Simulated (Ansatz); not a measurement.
Gas-phase electronic energies from Ansatz, PBE0-D4/def2-TZVP geometries. CCSD(T)/CBS is the MP2 limit (def2-TZVPP, def2-QZVPP) plus CCSD(T) − MP2 in def2-TZVPP, frozen cores. This one scheme is used for every species. Functionals use def2-TZVPP. One conformer a species, not always the lowest.

`BB(C)O` + H₂ → `BBO` + CH₄  (hydrogenolysis of a B–C bond)

**Question.** Is it downhill or uphill in electronic energy at CCSD(T)/CBS, and by how much? (Best estimate.)

**Answer.** Ansatz gave: Downhill: ΔE = -22.3 kJ/mol.

**Question.** What do these levels give: r2SCAN-D4, r2SCANh-D4, ωB97X-V, PBE-QIDH, PBE0, r2SCAN0, BHLYP, HF/def2-SVP, CCSD/def2-SVP, SCS-MP2/def2-TZVPP, SCS-MP2/def2-QZVPP, HF/CBS(def2)? (An estimate is asked.)

**Answer.** Computed: r2SCAN-D4 -18.6, r2SCANh-D4 -19.9, ωB97X-V -24.5, PBE-QIDH -23.8, PBE0 -25.2, r2SCAN0 -23.1, BHLYP -35.3, HF/def2-SVP -47.9, CCSD/def2-SVP -33.2, SCS-MP2/def2-TZVPP -26.4, SCS-MP2/def2-QZVPP -25.5, HF/CBS(def2) -46.2 kJ/mol.

Largest T1 diagnostic among the species: 0.013.

At CCSD(T), def2-SVP lies −7.7 kJ/mol from the extrapolated value and def2-TZVPP −1.6 kJ/mol. From PBE to PBE0 (25 % exact exchange), in def2-TZVPP and without D4, ΔE moves by −3.2 kJ/mol. The D4 term adds +7.0 kJ/mol with B3LYP and +3.8 kJ/mol with PBE0; it sums over pairs of atoms, weighted by their polarisabilities, and B3LYP, whose exchange is more repulsive, gets the larger term.

B3LYP here is the variant with VWN-RPA as its local correlation; programs differ in this.
